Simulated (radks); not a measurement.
Spherical quantum dot in the effective-mass picture: electrons in a well V = -V0 / (1 + exp((r - R)/a)) with V0 = 33.1, R = 1.98, a = 0.067, all in effective atomic units (hartree* = m*/eps^2 hartree, bohr* = eps/m* bohr), one dielectric constant everywhere. Calculated with a radial shooting solver with Libxc functionals: non-relativistic Kohn-Sham, r2SCAN, spin-polarised, spherical densities, generalised Kohn-Sham scheme. Levels are named by radial order and angular momentum (1s, 1p, 1d, 2s, ...), and open shells are averaged over m.

N = 10, configuration 1s2 1p6 1d(up 2, down 0). This is the lowest configuration that the search found. Occupied and some empty levels:

| level | occupation | eigenvalue (hartree*) | <r> (bohr*) |
|---|---|---|---|
| 1s up | 1 | -25.383 | 1.177 |
| 1s down | 1 | -25.302 | 1.164 |
| 1p up | 3 | -24.441 | 1.298 |
| 1p down | 3 | -24.329 | 1.292 |
| 1d up | 2 | -23.048 | 1.382 |
| 1d down | 0 | -22.917 | 1.381 |
| 2s up | 0 | -21.569 | 0.9789 |
| 2s down | 0 | -21.517 | 0.9917 |
| 1f up | 0 | -21.276 | 1.446 |
| 1f down | 0 | -21.135 | 1.446 |
| 2p up | 0 | -19.280 | 1.108 |
| 2p down | 0 | -19.221 | 1.109 |

Energy (hartree*): total -275.919, kinetic 22.390, external -326.98, Hartree 35.114, exchange-correlation -6.4446.

Electron density:

| r (bohr*) | n(r) (e/bohr*^3) |
|---|---|
| 0.0531 | 0.1513 |
| 0.253 | 0.1883 |
| 0.453 | 0.2719 |
| 0.653 | 0.3913 |
| 0.854 | 0.5164 |
| 1.05 | 0.5984 |
| 1.25 | 0.5827 |
| 1.45 | 0.4430 |
| 1.65 | 0.2290 |
| 1.85 | 0.05844 |
| 2.05 | 0.004727 |
| 2.25 | 0.0002016 |
| 2.46 | 8.334e-06 |
| 2.65 | 3.551e-07 |
